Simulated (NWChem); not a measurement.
Program: NWChem. System: Te (-1), charge -1, spin multiplicity 2. Its SCF solution wasn't tested for a lower state. Level: UHF/def2-SVPD with def2 effective core potentials on Te.

NWChem printed:

```
             Northwest Computational Chemistry Package (NWChem) 7.3.0
             --------------------------------------------------------

                                NWChem Input Module
                                -------------------

 Scaling coordinates for geometry "geometry" by  1.889725989
 (inverse scale =  0.529177249)

                             Geometry "geometry" -> ""
                             -------------------------

 Output coordinates in angstroms (scale by  1.889725989 to convert to a.u.)

  No.       Tag          Charge          X              Y              Z
 ---- ---------------- ---------- -------------- -------------- --------------
    1 Te                  52.0000     0.00000000     0.00000000     0.00000000

 Effective nuclear repulsion energy (a.u.)       0.0000000000

            Nuclear Dipole moment (a.u.)
            ----------------------------
        X                 Y               Z
 ---------------- ---------------- ----------------
     0.0000000000     0.0000000000     0.0000000000

      Symmetry information
      --------------------

 Group name             D2h
 Group number             26
 Group order               8
 No. of unique centers     1

      Symmetry unique atoms

     1


 Summary of "ao basis" -> "" (spherical)
 ------------------------------------------------------------------------------
       Tag                 Description            Shells   Functions and Types
 ---------------- ------------------------------  ------  ---------------------
 *                         def2-svpd                  on all atoms

 Summary of "ao basis" -> "ao basis" (spherical)
 ------------------------------------------------------------------------------
       Tag                 Description            Shells   Functions and Types
 ---------------- ------------------------------  ------  ---------------------
 Te                        def2-svpd                13       35   5s5p3d

                                 NWChem SCF Module
                                 -----------------

  ao basis        = "ao basis"
  functions       =    35
  atoms           =     1
  alpha electrons =    13
  beta  electrons =    12
  charge          =  -1.00
  wavefunction    = UHF
  use symmetry    = T
  symmetry adapt  = T

 Summary of "ao basis" -> "ao basis" (spherical)
 ------------------------------------------------------------------------------
       Tag                 Description            Shells   Functions and Types
[...]
              MO Center=  1.4D-20, -8.0D-19, -2.9D-18, r^2= 3.1D+00
   Bfn.  Coefficient  Atom+Function         Bfn.  Coefficient  Atom+Function
  ----- ------------  ---------------      ----- ------------  ---------------
    16      0.529602  1 Te py                13      0.508034  1 Te py
    10     -0.208614  1 Te py                19      0.185427  1 Te py
     7     -0.164125  1 Te py

 Vector   12  Occ=1.000000D+00  E=-7.357254D-02  Symmetry=b1u
              MO Center=  3.7D-20,  5.0D-19, -2.1D-15, r^2= 3.1D+00
   Bfn.  Coefficient  Atom+Function         Bfn.  Coefficient  Atom+Function
  ----- ------------  ---------------      ----- ------------  ---------------
    17      0.529602  1 Te pz                14      0.508034  1 Te pz
    11     -0.208614  1 Te pz                20      0.185427  1 Te pz
     8     -0.164125  1 Te pz

 Vector   13  Occ=0.000000D+00  E= 1.720175D-01  Symmetry=b3u
              MO Center= -1.4D-18, -1.4D-19,  5.2D-20, r^2= 1.1D+01
   Bfn.  Coefficient  Atom+Function         Bfn.  Coefficient  Atom+Function
  ----- ------------  ---------------      ----- ------------  ---------------
    18      0.854784  1 Te px                12      0.288470  1 Te px

 Vector   14  Occ=0.000000D+00  E= 2.265551D-01  Symmetry=b1u
              MO Center=  1.1D-19,  1.2D-19,  8.7D-19, r^2= 1.6D+01
   Bfn.  Coefficient  Atom+Function         Bfn.  Coefficient  Atom+Function
  ----- ------------  ---------------      ----- ------------  ---------------
    20      1.239478  1 Te pz                17     -0.728085  1 Te pz

 Vector   15  Occ=0.000000D+00  E= 2.265551D-01  Symmetry=b2u
              MO Center= -1.1D-19, -2.7D-20,  2.5D-19, r^2= 1.6D+01
   Bfn.  Coefficient  Atom+Function         Bfn.  Coefficient  Atom+Function
  ----- ------------  ---------------      ----- ------------  ---------------
    19      1.239478  1 Te py                16     -0.728085  1 Te py

 center of mass
 --------------
 x =   0.00000000 y =   0.00000000 z =   0.00000000

 moments of inertia (a.u.)
 ------------------
           0.000000000000           0.000000000000           0.000000000000
           0.000000000000           0.000000000000           0.000000000000
           0.000000000000           0.000000000000           0.000000000000

  Mulliken analysis of the total density
  --------------------------------------

    Atom       Charge   Shell Charges
 -----------   ------   -------------------------------------------------------
    1 Te  24    25.00   1.77  0.27  1.17  0.73  0.06  2.88  3.15  2.00  2.52  0.44  9.85  0.16 -0.00

  Mulliken analysis of the alpha density
  --------------------------------------

    Atom       Charge   Shell Charges
 -----------   ------   -------------------------------------------------------
    1 Te  24    13.00   0.88  0.14  0.58  0.38  0.02  1.43  1.59  1.24  1.52  0.22  4.92  0.08 -0.00

   Mulliken analysis of the beta density
   -------------------------------------

    Atom       Charge   Shell Charges
 -----------   ------   -------------------------------------------------------
    1 Te  24    12.00   0.88  0.14  0.59  0.35  0.04  1.46  1.56  0.77  0.99  0.23  4.93  0.07  0.00

   Mulliken analysis of the spin density
   -------------------------------------

    Atom       Charge   Shell Charges
 -----------   ------   -------------------------------------------------------
    1 Te  24     1.00   0.00 -0.00 -0.02  0.03 -0.01 -0.03  0.04  0.47  0.53 -0.01 -0.01  0.01 -0.00

       Multipole analysis of the density wrt the origin
       ------------------------------------------------

     L   x y z        total         alpha         beta         nuclear
     -   - - -        -----         -----         ----         -------
     0   0 0 0     -1.000000    -13.000000    -12.000000     24.000000

     1   1 0 0      0.000000      0.000000     -0.000000      0.000000
     1   0 1 0      0.000000      0.000000      0.000000      0.000000
     1   0 0 1      0.000000      0.000000      0.000000      0.000000

     2   2 0 0    -23.523236    -14.564765     -8.958472      0.000000
     2   1 1 0     -0.000000      0.000000     -0.000000      0.000000
     2   1 0 1      0.000000      0.000000      0.000000      0.000000
     2   0 2 0    -28.515172    -14.788576    -13.726595      0.000000
     2   0 1 1      0.000000      0.000000     -0.000000      0.000000
     2   0 0 2    -28.515172    -14.788576    -13.726595      0.000000

 Task  times  cpu:        0.3s     wall:        0.3s

 Total times  cpu:        0.3s     wall:        0.3s
```

**Question.** Write an NWChem input that would produce this output.

**Answer.** Several could match; the one computed here: 
```
start mol
memory heap 200 mb stack 900 mb global 1100 mb
charge -1
geometry units angstroms nocenter noautoz
  Te     0.000000     0.000000     0.000000
  symmetry group D2h
end
basis spherical
  * library def2-svpd
end
ecp
  Te library def2-ecp
end
scf
  uhf
  nopen 1
  maxiter 100
  thresh 1e-7
  semidirect memsize 60000000 filesize 0
  # guess.movecs holds the orbitals of an unrestricted PBE0 run
  vectors input guess.movecs output mol.movecs
end
task scf energy
```
